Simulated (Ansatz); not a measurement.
`O[SiH2][SiH2][SiH3]` + `C[NH][AlH][F]` → `[F][AlH][NH][SiH3]` + `C[SiH2][SiH2]O`  (redistribution)

Program: Ansatz. Geometries: PBE0-D4/def2-TZVP. ΔE: electronic, gas phase. CCSD(T)/CBS adds triple-zeta CCSD(T) − MP2 to the extrapolated MP2 energy (def2 sets, frozen cores). DFT in def2-TZVPP. B3LYP here is the variant with VWN-RPA as its local correlation; programs differ in this. HSE06 is defined as in plane-wave codes. One conformer a species, not always the lowest.

| level | ΔE (kcal/mol) | difference from CCSD(T)/CBS |
| --- | --- | --- |
| LDA (SPW92) | -25.0 | 5.5 |
| PBE-D4 | -24.8 | 5.7 |
| revPBE-D4 | -24.9 | 5.6 |
| BLYP-D4 | -27.6 | 2.9 |
| B97M-V | -29.0 | 1.5 |
| PBE0-D4 | -26.6 | 3.9 |
| B3LYP-D4 | -28.9 | 1.6 |
| r2SCANh-D4 | -29.3 | 1.2 |
| r2SCAN0-D4 | -29.7 | 0.8 |
| HSE06-D4 | -26.6 | 3.9 |
| CAM-B3LYP-D4 | -30.2 | 0.3 |
| ωB97X-V | -29.1 | 1.4 |
| ωB97M-V | -31.2 | -0.7 |
| B2PLYP | -30.5 | 0.0 |
| PBE-QIDH | -29.7 | 0.8 |
| PBE | -24.8 | 5.7 |
| revPBE | -24.5 | 6.0 |
| BLYP | -27.4 | 3.1 |
| PBE0 | -26.6 | 3.9 |
| B3LYP | -28.8 | 1.7 |
| r2SCANh | -29.3 | 1.2 |
| r2SCAN0 | -29.7 | 0.8 |
| HSE06 | -26.6 | 3.9 |
| BHLYP | -30.9 | -0.4 |
| CAM-B3LYP | -30.2 | 0.3 |
| LC-ωPBE | -28.7 | 1.8 |
| HF/def2-SVP | -29.0 | 1.5 |
| MP2/def2-SVP | -28.3 | 2.2 |
| CCSD(T)/def2-SVP | -25.5 | 5.0 |
| HF/def2-TZVPP | -32.6 | -2.1 |
| MP2/def2-TZVPP | -32.7 | -2.2 |
| SCS-MP2/def2-TZVPP | -32.2 | -1.7 |
| CCSD/def2-TZVPP | -30.4 | 0.1 |
| CCSD(T)/def2-TZVPP | -30.0 | 0.5 |
| HF/def2-QZVPP | -32.9 | -2.4 |
| MP2/def2-QZVPP | -33.0 | -2.5 |
| SCS-MP2/def2-QZVPP | -32.6 | -2.1 |
| HF/CBS(def2) | -32.9 | -2.4 |
| MP2/CBS(def2) | -33.1 | -2.6 |
| CCSD/CBS(def2) | -30.9 | -0.4 |
| CCSD(T)/CBS | -30.5 | 0 |

Largest T1 diagnostic among the species: 0.013.

From PBE to PBE0 (25 % exact exchange), in def2-TZVPP and without D4, ΔE moves by −1.8 kcal/mol. Leaving LDA and LC-ωPBE aside and taking each functional with its dispersion term where it has one, the values spread over 6.4 kcal/mol, from ωB97M-V to PBE-D4. At CCSD(T), def2-SVP lies +5.0 kcal/mol from the extrapolated value and def2-TZVPP +0.5 kcal/mol.

CCSD(T)/CBS has its own doubt, a few kJ/mol and more with outer-core shells, so smaller differences from it don't rank the levels.
